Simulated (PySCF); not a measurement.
Caution: the unrestricted state is spin-contaminated.  The multiplicity is imposed and other spin states were not computed.

B3LYP has the VWN-RPA correlation part, as in Gaussian. 

## [Os(Cl)3] (charge 0, multiplicity 2)

The numbers are results of PySCF with B3LYP-D3(BJ)/def2-TZVP // BP86-D3(BJ)/def2-SVP, not measurements.

- highest occupied spin orbital = -6.95 eV
- dipole moment = 0.39 D
- charge on the central atom (Mulliken) = 0.68 e
- spin population on the central atom (Mulliken) = 0.93
- total energy = -1471.4719 Ha
- cost = very roughly 5 core-minutes

```xyz
4

Os     0.1206    -0.0382    -0.0076
Cl    -0.8658     1.8803     0.4968
Cl    -1.5821    -1.3931    -0.4204
Cl     2.2860    -0.4946    -0.0929
```
Charge 0, spin multiplicity 2.
